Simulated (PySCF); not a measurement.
1,5-cyclooctadiene (C8H12), SMILES C1C=CCCC=CC1.

Coordinates come from a PBE0-D3(BJ)/def2-SVP optimisation. Other conformers were not sampled.

Level of theory: PySCF with TDA-CAM-B3LYP/def2-SVPD.

Vertical excitations. The molecule is in vacuum. State labels are in the subgroup C2h.

```
state  symmetry  energy (eV)  λ (nm)      f                                            main pairs
-----  --------  -----------  ------  -----  ----------------------------------------------------
S1           Bg         6.39     194  0.000                                        HOMO→LUMO 96 %
S2           Ag         6.68     186  0.000                  HOMO→LUMO+2 81 %, HOMO−1→LUMO+3 15 %
S3           Bu         6.88     180  0.053                  HOMO→LUMO+3 52 %, HOMO−1→LUMO+2 41 %
S4           Au         6.90     180  0.056                    HOMO→LUMO+1 71 %, HOMO−1→LUMO 26 %
S5           Bg         7.37     168  0.000                                    HOMO−1→LUMO+1 93 %
S6           Bu         7.48     166  0.049                                      HOMO→LUMO+4 79 %
T1           Bg         4.09     303      0                    HOMO→LUMO 61 %, HOMO−1→LUMO+1 23 %
T2           Au         4.16     298      0  HOMO−1→LUMO 48 %, HOMO→LUMO+1 33 %, HOMO→LUMO+5 11 %
```
Triplets are in the Tamm–Dancoff approximation.
